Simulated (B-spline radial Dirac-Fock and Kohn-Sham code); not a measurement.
Energy-loss ionisation edge N6 (4f5/2) of Re

System: atomic rhenium, configuration [Xe] 4f14 5d5 6s2. These are calculated numbers from a radial finite-basis atomic code; the model is the first Born approximation with generalised oscillator strengths from a Dirac-Hartree-Slater potential (longitudinal and transverse terms; continuum final states only, so no white lines or fine structure). The edge is taken at 54.83 eV (orbital energy of the model).

Partial cross sections σ(β, Δ) in barn, integrated over a window Δ above the edge and up to the collection semi-angle β, for parallel illumination:

| E₀ (kV) | β (mrad) | Δ = 25 eV | Δ = 50 eV | Δ = 100 eV | Δ = 200 eV | Δ = 300 eV |
| --- | --- | --- | --- | --- | --- | --- |
| 60 | 5 | 6240 | 12400 | 31300 | 63100 | 76800 |
| 60 | 10 | 8360 | 17000 | 44000 | 93900 | 118000 |
| 60 | 50 | 12400 | 26700 | 67100 | 148000 | 196000 |
| 80 | 10 | 7270 | 14800 | 38800 | 84200 | 107000 |
| 80 | 20 | 9040 | 18800 | 48300 | 107000 | 139000 |
| 100 | 5 | 5090 | 10300 | 26800 | 56500 | 70500 |
| 100 | 20 | 7990 | 16800 | 43000 | 95500 | 125000 |
| 100 | 50 | 8710 | 18800 | 47900 | 107000 | 142000 |
| 120 | 5 | 4750 | 9640 | 25300 | 54100 | 68000 |
| 120 | 100 | 7800 | 16900 | 43100 | 96200 | 128000 |
| 200 | 5 | 4020 | 8230 | 21900 | 48200 | 61600 |
| 300 | 10 | 4380 | 9200 | 24100 | 54400 | 71500 |
| 300 | 50 | ? | ? | ? | ? | ? |
| 300 | 100 | 4830 | 10500 | 27100 | 61300 | 82000 |

Problem. Give the row for 300 kV and 50 mrad.

Solution. 4830 b for 25 eV, 10500 b for 50 eV, 27100 b for 100 eV, 61200 b for 200 eV, 82000 b for 300 eV.
